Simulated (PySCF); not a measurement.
CH6ClFOSi2, SMILES O[C@H]([SiH3])[Si@@H](F)Cl. Atoms are numbered in the order given.

```xyz
12

O      0.5366    -1.8273    -0.2082
C      0.8971    -0.4766    -0.5368
Si     2.3011     0.1079     0.6247
Si    -0.6124     0.6370    -0.5977
F     -1.5967     0.2441    -1.8250
Cl    -1.6417     0.2537     1.1645
H     -0.0041    -1.7997     0.5960
H      1.3144    -0.4988    -1.5609
H      2.6982     1.5138     0.3124
H      1.8048     0.0367     2.0278
H      3.4706    -0.7972     0.4615
H     -0.3223     2.0839    -0.7004
```

Geometry optimised at B3LYP-D3(BJ)/def2-SVP. The structure was generated by enumeration; whether it is a known compound was not checked. The values are those of a single conformer.

Method: M06-2X/def2-TZVP in PySCF.

Atomic charges (e):

```csv
atom,IAO,Mulliken,Löwdin
O1,-0.55,-0.43,-0.03
C2,-0.49,-0.29,-0.58
Si3,[?],0.20,0.27
Si4,1.27,0.63,-0.09
F5,[?],-0.32,-0.01
Cl6,-0.33,-0.23,0.22
H7,[?],0.33,0.17
H8,[?],0.16,0.16
H9,[?],-0.02,-0.03
H10,[?],-0.01,-0.03
H11,[?],-0.01,-0.03
H12,-0.14,0.00,-0.03
```

Problem. What belongs in the gaps? (Estimate from the structure and the level; the computed values follow.)

Solution. 
- Si3, IAO: 0.63
- F5, IAO: -0.54
- H7, IAO: 0.36
- H8, IAO: 0.17
- H9, IAO: -0.13
- H10, IAO: -0.12
- H11, IAO: -0.11

Computed Mayer and Wiberg (Löwdin basis) orders of the bonds:
```json
[
 {"bond": "O1–C2", "Mayer": "0.92", "Wiberg": "1.52"},
 {"bond": "C2–Si3", "Mayer": "0.95", "Wiberg": "1.11"},
 {"bond": "C2–Si4", "Mayer": "1.00", "Wiberg": "1.12"},
 {"bond": "Si4–F5", "Mayer": "1.08", "Wiberg": "1.69"},
 {"bond": "Si4–Cl6", "Mayer": "1.13", "Wiberg": "1.76"},
 {"bond": "O1–H7", "Mayer": "0.87", "Wiberg": "1.01"},
 {"bond": "C2–H8", "Mayer": "0.90", "Wiberg": "0.81"},
 {"bond": "Si3–H9", "Mayer": "0.95", "Wiberg": "0.95"},
 {"bond": "Si3–H10", "Mayer": "0.95", "Wiberg": "0.95"},
 {"bond": "Si3–H11", "Mayer": "0.97", "Wiberg": "0.95"},
 {"bond": "Si4–H12", "Mayer": "0.95", "Wiberg": "0.92"}
]
```
